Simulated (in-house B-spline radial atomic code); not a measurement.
Configurations of F2+, with energies counted from [He] 2s2 2p3. Level of theory: scalar-relativistic (X2C) wB97X, spin-polarised, spherical fractional occupations, Fermi nucleus of rms radius 2.8976 fm; calculated with a radial B-spline atomic code at the basis-set limit. Caution: exact exchange at fractional occupations of open shells leaves self-interaction of up to several eV. Shells without spins written out take the highest spin.

Occupations are held fixed; configurations that lie above the ionisation limit could autoionise.

| configuration | E - E(ref) (eV) | highest orbital | its <r> (bohr) |
| --- | --- | --- | --- |
| [He] 2s2 2p(1 up, 2 down) | 12.305 | 2p up | 0.9155 |
| [He] 2s(0 up, 1 down) 2p(1 up, 3 down) | 22.873 | 2p up | 0.9557 |
| [He] 2s2 2p2 3s1 | 43.793 | 3s up | 2.682 |
| [He] 2s2 2p2 3d1 | 54.993 | 3d up | 3.463 |
| [He] 2s(1 up, 0 down) 2p(2 up, 1 down) 3d(0 up, 1 down) | 77.572 | 3d down | 3.512 |

Q: Order these further configurations by energy, lowest first.
A. [He] 2s1 2p3 3d1
B. [He] 2s1 2p3 3s1
C. [He] 2s2 2p(2 up, 0 down) 3p(1 up, 0 down)
D. [He] 2s1 2p3 3p1
E. [He] 2s2 2p(2 up, 0 down) 3s(0 up, 1 down)

A: E (44.143 eV), B (48.338 eV), C (49.891 eV), D (54.485 eV), A (59.546 eV).
